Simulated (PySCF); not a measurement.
```xyz
3
charge 0 multiplicity 1, angstrom
O     0.0000    0.0000   -0.9802
I     1.7336    0.0000    0.0618
I    -1.7336    0.0000    0.0618
```

Computed with PySCF, PBE0, basis O def2-SVP, I def2-SVP with ECP28 (scalar-relativistic core potentials, no spin–orbit coupling, density fitting).

This geometry of OI₂ is a stationary point at this level.

Task: What is the point group?

Result: C2v.

Task: Is it a minimum?

Result: Yes: all harmonic wavenumbers are real.

Task: Which band is strongest in the infrared?

Result: 466 cm⁻¹ (a1), 5 km/mol.

Task: What are the dipole moment and the gap between the highest occupied and lowest empty levels?

Result: 1.56 D and 3.29 eV.

Task: Give the atomic charges and bond orders.

Result: 
```json
{"atom": "O1", "Mulliken": "-0.58", "Löwdin": "-0.51", "polar tensor": "-0.27", "Mayer order to O1": "–"}
{"atom": "I2,3", "Mulliken": "0.29", "Löwdin": "0.25", "polar tensor": "0.13", "Mayer order to O1": "0.91"}
```
